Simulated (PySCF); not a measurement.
## State search for SiSb

Unrestricted PBE0; Si x2c-SVPall, Sb x2c-SVPall; spin-free X2C with a Gaussian nucleus (PySCF 2.14). Outer shells of the fragments: Si 3s2 3p2; Sb 4d10 5s2 5p3.

Followed along the bond (rough minima from three points):

```tsv
2Ms+1	unpaired	⟨S²⟩ at the start	R at minimum (Å)	Te (eV)
2	π ↑	0.77	2.38	0.00
2	σ ↑	0.77	2.27	0.25
4	σ ↑, π ↑↑	3.76	2.50	1.64
4	π ↑↑↑	3.76	none in the scan	≤ 1.21
2	π ↑↑↓	1.76	none in the scan	≤ 1.55
```

Solutions found at the starting distance of 2.480 Å, counted from the lowest of them; the search is not exhaustive and high or unbound solutions are not listed, so other states can lie among these:

| 2Ms+1 | unpaired | term | E (eV) | ⟨S²⟩ | ⟨Lz²⟩ | μ (D) |
| --- | --- | --- | --- | --- | --- | --- |
| 2 | π ↑ | ²Π | 0.00 | 0.77 | 1.00 | 0.02 |
| 2 | σ ↑ | ²Σ⁺ | 0.50 | 0.77 | 0.00 | -0.18 |
| 4 | π ↑↑↑ | ⁴Π | 1.27 | 3.76 | 1.01 | 0.95 |
| 4 | σ ↑, π ↑↑ | mixed | 1.56 | 3.76 | 2.01 | 0.24 |
| 2 | π ↑↑↓ | mixed | 1.62 | 1.76 | 3.02 | 0.94 |
| 2 | σ ↓, π ↑↑ | mixed | 1.97 | 1.77 | 2.01 | 0.40 |
| 4 | σ ↑, π ↑↑ | mixed | 2.05 | 3.76 | 2.01 | -0.06 |
| 2 | σ ↓, π ↑↑ | mixed | 2.47 | 1.77 | 2.01 | 0.09 |
| 6 | σ ↑, π ↑↑↑↑ | ⁶Σ⁺ | 2.54 | 8.75 | 0.00 | 1.65 |
| 2 | π ↑ | mixed | 2.78 | 0.75 | 3.01 | 0.91 |
| 4 | σ ↓, π ↑↑↑↑ | mixed | 3.45 | 4.78 | 0.00 | 2.30 |
| 4 | π ↑↑↑ | ⁴Π | 4.71 | 3.79 | 1.00 | 0.21 |
| 4 | σ ↑, π ↑↑ | ⁴Σ⁻ | 4.81 | 3.75 | 0.00 | 0.34 |
| 4 | σ ↑↑, π ↑ | ⁴Π | 4.84 | 3.75 | 1.01 | -0.07 |

A term symbol is given only where ⟨S²⟩ and ⟨Lz²⟩ are close to those of a pure state; real π, δ and φ orbitals otherwise mix terms. A positive dipole means Si(−)Sb(+).

**Question.** Compare the gap between the two lowest followed solutions at the starting distance with the gap between their minima.

**Answer.** At PBE0 the second solution (doublet, unpaired electrons σ ↑) lies +0.50 eV from the first (doublet, unpaired electrons π ↑) at 2.480 Å and +0.25 eV at the minima; the two curves relax by different amounts, since their minima lie near 2.27 and 2.38 Å.

Spin–orbit coupling is left out. Counting both spins, an empty level lies below a filled one in some of these solutions, because spin and occupation are held.
